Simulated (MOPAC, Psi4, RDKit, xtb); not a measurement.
Two geometries of SMILES N[SiH2]CC#C (C3H7NSi), relaxed at B3LYP-D3(BJ)/def2-SVP with one dihedral held; other torsions can differ between them too.

Structure A

```
12

C     -2.1301     1.4399    -0.0849
C     -1.5772     0.3614    -0.1442
C     -0.8325    -0.8873    -0.1806
Si     0.9069    -0.6186     0.5614
N      1.7313     0.6671    -0.2323
H     -2.6453     2.3801    -0.0387
H     -1.3567    -1.6750     0.3894
H     -0.7265    -1.2467    -1.2190
H      0.6975    -0.3839     2.0218
H      1.7303    -1.8476     0.3674
H      2.6107     0.5471    -0.7179
H      1.3443     1.5989    -0.3272
```

Structure B

```
12

C     -2.1498     1.4637    -0.0427
C     -1.5867     0.3920    -0.1232
C     -0.8290    -0.8472    -0.1841
Si     0.9125    -0.5820     0.5661
N      1.7874     0.7317    -0.1368
H     -2.6754     2.3971     0.0216
H     -1.3430    -1.6531     0.3701
H     -0.7239    -1.1886    -1.2291
H      0.7050    -0.3431     2.0223
H      1.7160    -1.8188     0.3424
H      2.3861     0.5764    -0.9406
H      1.3810     1.6625    -0.1520
```

Problem. Which is lower in energy at the level Psi4 with DF-MP2 (frozen core)/cc-pVTZ // B3LYP-D3(BJ)/def2-SVP, and by how much?

Solution. B is lower, by 1.42 kJ/mol (dihedral C3–Si4–N5–H11: -120° in A, -90° in B).

E(B) − E(A) in kJ/mol at the other levels, on the same two geometries: MMFF94 // B3LYP-D3(BJ)/def2-SVP (RDKit) -9.75; B3LYP/def2-TZVP // B3LYP-D3(BJ)/def2-SVP (Psi4) -0.78; B3LYP-D3(BJ)/def2-TZVP // B3LYP-D3(BJ)/def2-SVP (Psi4) -0.67; PBE/def2-TZVP // B3LYP-D3(BJ)/def2-SVP (Psi4) -1.45; PBE-D3(BJ)/def2-TZVP // B3LYP-D3(BJ)/def2-SVP (Psi4) -1.41; HF/cc-pVTZ // B3LYP-D3(BJ)/def2-SVP (Psi4) -0.66; UFF // B3LYP-D3(BJ)/def2-SVP (RDKit) -13.92; PM6, restricted, heats of formation // B3LYP-D3(BJ)/def2-SVP (MOPAC) 4.34; PM7, restricted, heats of formation // B3LYP-D3(BJ)/def2-SVP (MOPAC) -4.33; GFN1-xTB // B3LYP-D3(BJ)/def2-SVP (xtb) 4.97.
